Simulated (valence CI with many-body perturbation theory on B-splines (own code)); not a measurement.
Results of a calculation; reference values are marked as such.
**Rh¹⁴⁺: what the settings do**

Level of theory: valence CI with perturbative core correlation (CI+MBPT): three valence electrons over a frozen Dirac-Fock core [Ar] 3d10, a basis of 6 s, 6 p, 5 d, 3 f, 1 g functions for each j, with the one-electron correlation potential Σ1 (screened to all orders), the two-electron term Σ2, the three-electron term Σ3, Breit, model QED; selected single and double excitations, second order for the rest, scaled by the run's own slope (own B-spline code, finite nucleus).

No measured levels were compared; by estimate levels hold to about 250 cm⁻¹ or 0.2 % of their energy and the worst to 1 %, as in measured heavy ions of charge 2 to 7; those with d or f electrons hold less well.

The reference run has the lowest level 4s2 4p 2P°_1/2 and an ionisation energy of 332.366 eV. Its largest variational space holds 3110 state functions.

Names give the largest LS component (configuration and term), which can be under half, so a name can repeat, a term be missing and a line seem to break the LS rules; names also repeat where a configuration has a term twice. Letters in brackets count levels of one name in rising energy.

Changed runs:
A. selection threshold (hartree) 2e-08 → 1e-06
B. selection threshold (hartree) 2e-08 → 1e-06; cutoff of virtual states (hartree) 4050 → 960
C. Davidson tolerance 2e-05 → 0.0003
D. start configuration 4s2 4p1 → 4s3 (bad on purpose)

Excitation energies of the reference run in cm⁻¹, and shifts in cm⁻¹:

```tsv
Level	Reference	A	B	C
4s2 4p 2P°_3/2	45571	0	-6.9	0
4s 4p2 4P_1/2	245297	+0.1	+8.5	0
4s 4p2 4P_3/2	269339	+0.1	+3.8	0
4s 4p2 4P_5/2	287399	+0.2	+1.9	0
4s 4p2 2D_3/2	330741	+0.1	-0.1	0
4s 4p2 2D_5/2	344866	+0.1	-3.7	0
4s 4p2 2P_1/2	366295	+0.1	+4.3	0
4s 4p2 2S_1/2	411476	+0.1	-2.8	0
4s 4p2 2P_3/2	418927	-0.1	-3.1	0
4s2 4d 2D_3/2	528535	0	-44	0
4s2 4d 2D_5/2	535916	-0.1	-46	0
4p3 4S°_3/2 [a]	609727	+0.1	+10	0
Ionisation energy (eV)	332.366	0	-0.008	0
```

No effect on these energies: C.

Run D: It gave no result: a shell was given more electrons than it holds. The program said: "a valence shell holds more than 4l+2 electrons".
